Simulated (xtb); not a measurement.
C3H6Cl2Si, SMILES C/C=C/[SiH](Cl)Cl. All values are semi-empirical tight-binding results from xtb (GFN2-xTB unless named), good for trends rather than for accurate numbers. Coordinates come from a GFN2-xTB optimisation. The structure was generated by enumeration; whether it is a known compound was not checked. Other conformers were not sampled.

```json
{
 "point_group_as_xtb_finds_it": "Cs",
 "orbital_gap": "4.67 eV",
 "dipole_moment": "3.07 D",
 "zero_point_energy": "50.4 kcal/mol",
 "G − E(el) at 298.15 K (modified RRHO)": "28.5 kcal/mol",
 "static polarisability (D4 model)": "91.3 bohr³",
 "solvation energy, GFN2-xTB/ALPB(water)": "-1.9 kcal/mol",
 "solvation energy, GFN2-xTB/ALPB(methanol)": "-6.0 kcal/mol"
}
```
